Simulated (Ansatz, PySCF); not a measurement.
Spin states of H2O2W (SMILES [OH][W][OH]), each relaxed with B3LYP-D3(BJ)/def2-TZVP.
State 1 (charge 0, multiplicity 3):
```xyz
5

W     -0.0104     0.0058    -0.0111
O      1.3237     0.2571    -1.2438
H      2.0184     0.3880    -1.8862
O     -1.3450    -0.2452     1.2212
H     -2.0404    -0.3759     1.8628
```
State 2 (charge 0, multiplicity 5):
| atom | x (Å) | y (Å) | z (Å) |
|---|---|---|---|
| W | 0.3254 | 0.3287 | 0.4177 |
| O | 1.5085 | 0.0491 | -1.0783 |
| H | 1.3420 | 0.3745 | -1.9710 |
| O | -1.1505 | -0.4521 | 1.3810 |
| H | -2.0791 | -0.2705 | 1.1936 |

Singlets are restricted, other states unrestricted; no spin–orbit coupling, no relativity up to Kr; see below for the cores. The largest T1 diagnostic is 0.022.

Correlated levels freeze the inner cores; with def2 sets outer-core shells near the valence are correlated too. CBS: X⁻³ extrapolation of the correlation energy, Hartree–Fock from the larger set.

Codes used: Ansatz (Gaussian basis) for Hartree–Fock, density functionals and correlated methods; PySCF for the dispersion terms. Values without a source in brackets are computed. In def2 rows elements past Kr take small-core potentials, without spin–orbit coupling.

Question: Give the energy of the multiplicity-5 state less that of the multiplicity-3 state at the level CCSD(T)/CBS(def2-SVP, def2-TZVPP).

Answer: 0.61 eV

Question: What energy of the multiplicity-5 state less that of the multiplicity-3 state does r2SCAN-D3(BJ)/def2-TZVPP give?

Answer: 0.09 eV

Question: Predict the energy of the multiplicity-5 state less that of the multiplicity-3 state from CCSD(T)/def2-SVP.

Answer: 0.65 eV

Ansatz is a first-principles code.
